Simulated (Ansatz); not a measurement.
Diatomic BeSi, multiplicity 3 (lowest of 2S+1 = 1, 3 at CCSD(T)/def2-TZVPP on PBE0 minima; our sources give no spin for the ground state, which may be another). The T1 diagnostic near the minimum is 0.116, so single-reference values are doubtful.

| level | bond energy D_e (eV) |
|---|---|
| SVWN5/def2-TZVPP | 2.144 |
| PBE/def2-TZVPP | 1.834 |
| r2SCAN/def2-TZVPP | 1.837 |
| B97M-V/def2-TZVPP | 1.699 |
| B3LYP/def2-TZVPP | 1.433 |
| PBE0/def2-TZVPP | 1.641 |
| wB97M-V/def2-TZVPP | 1.291 |
| B2PLYP/def2-TZVPP | 1.289 |

The rows run from 1.289 (B2PLYP/def2-TZVPP) to 2.144 eV (SVWN5/def2-TZVPP). The 8 functionals in def2-TZVPP without D3 or D4 span 0.855, from B2PLYP to SVWN5.

D_e counts from the fitted minimum to each atom's lowest state at the same level, without counterpoise.

Correlated levels freeze the inner cores; with def2 sets outer-core shells near the valence are correlated too.

Doubts at one or more of the structures used: a spin-contaminated determinant (r2SCAN/def2-TZVPP, PBE0/def2-TZVPP, B2PLYP/def2-TZVPP).

Run with Ansatz (Gaussian orbitals).

Ansatz is a quantum-chemistry and plane-wave program.
